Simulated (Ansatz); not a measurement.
Species: sum formula YOBr, charge -1, multiplicity 2. The spin state was set by rule; other spins were not relaxed. 
Coordinates optimised at B3LYP-D3(BJ)/def2-TZVP (Ansatz, a program for electronic structure):
```xyz
3

Y      1.0399    -0.4212     0.0653
O      1.9277    -0.1802    -1.5365
Br    -1.5994     0.5106     0.2785
```
Charge -1, spin multiplicity 2.

Basis-set convergence of Hartree-Fock and CCSD correlation energies (hartree) with Ansatz. Cores are frozen in the correlated levels unless marked. Open shells are spin-unrestricted. Spin-orbit coupling is left out. Frozen are the shells of the preceding noble gas and the d and f shells that filled before the atom's block. In def2 rows, elements after Kr have scalar-relativistic effective core potentials. This anion needs diffuse functions, which these sets lack.

```tsv
basis	functions	E(HF)	E(corr, CCSD)
def2-SVP	77	-2684.92177	-0.37984
def2-TZVPP	135	(withheld)	(withheld)
```

Problem. What belongs in the gaps?

Solution. 
- def2-TZVPP, E(HF): -2685.34699
- def2-TZVPP, E(corr, CCSD): -0.48158
